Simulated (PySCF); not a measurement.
## Radial density of Cl³⁺ (chlorine, charge +3)

UHF, [Ne] 3s2 3p2, high-spin 3P determinant. Computed with PySCF 2.14 in aug-cc-pwCVDZ (6s5p3d, 36 functions), with no relativity, point nucleus.

```json
{"r (bohr)": "0.00127", "4πr²ρ (e/bohr)": "0.06221", "4πr²(ρα − ρβ)": "0.0000"}
{"r (bohr)": "0.00213", "4πr²ρ (e/bohr)": "0.1714", "4πr²(ρα − ρβ)": "0.0000"}
{"r (bohr)": "0.00358", "4πr²ρ (e/bohr)": "0.4605", "4πr²(ρα − ρβ)": "0.0000"}
{"r (bohr)": "0.00603", "4πr²ρ (e/bohr)": "1.200", "4πr²(ρα − ρβ)": "0.0001"}
{"r (bohr)": "0.0101", "4πr²ρ (e/bohr)": "2.952", "4πr²(ρα − ρβ)": "0.0003"}
{"r (bohr)": "0.0171", "4πr²ρ (e/bohr)": "6.613", "4πr²(ρα − ρβ)": "0.0010"}
{"r (bohr)": "0.0287", "4πr²ρ (e/bohr)": "12.63", "4πr²(ρα − ρβ)": "0.0035"}
{"r (bohr)": "0.0482", "4πr²ρ (e/bohr)": "18.61", "4πr²(ρα − ρβ)": "0.0152"}
{"r (bohr)": "0.0811", "4πr²ρ (e/bohr)": "18.45", "4πr²(ρα − ρβ)": "0.0651"}
{"r (bohr)": "0.136", "4πr²ρ (e/bohr)": "13.39", "4πr²(ρα − ρβ)": "0.2159"}
{"r (bohr)": "0.230", "4πr²ρ (e/bohr)": "16.61", "4πr²(ρα − ρβ)": "0.3878"}
{"r (bohr)": "0.386", "4πr²ρ (e/bohr)": "17.85", "4πr²(ρα − ρβ)": "0.1594"}
{"r (bohr)": "0.650", "4πr²ρ (e/bohr)": "6.114", "4πr²(ρα − ρβ)": "0.1194"}
{"r (bohr)": "1.09", "4πr²ρ (e/bohr)": "3.350", "4πr²(ρα − ρβ)": "1.3866"}
{"r (bohr)": "1.84", "4πr²ρ (e/bohr)": "1.926", "4πr²(ρα − ρβ)": "1.0341"}
{"r (bohr)": "3.09", "4πr²ρ (e/bohr)": "0.1032", "4πr²(ρα − ρβ)": "0.0617"}
{"r (bohr)": "5.20", "4πr²ρ (e/bohr)": "0.0002335", "4πr²(ρα − ρβ)": "0.0002"}
{"r (bohr)": "8.74", "4πr²ρ (e/bohr)": "1.798e-05", "4πr²(ρα − ρβ)": "0.0000"}
```
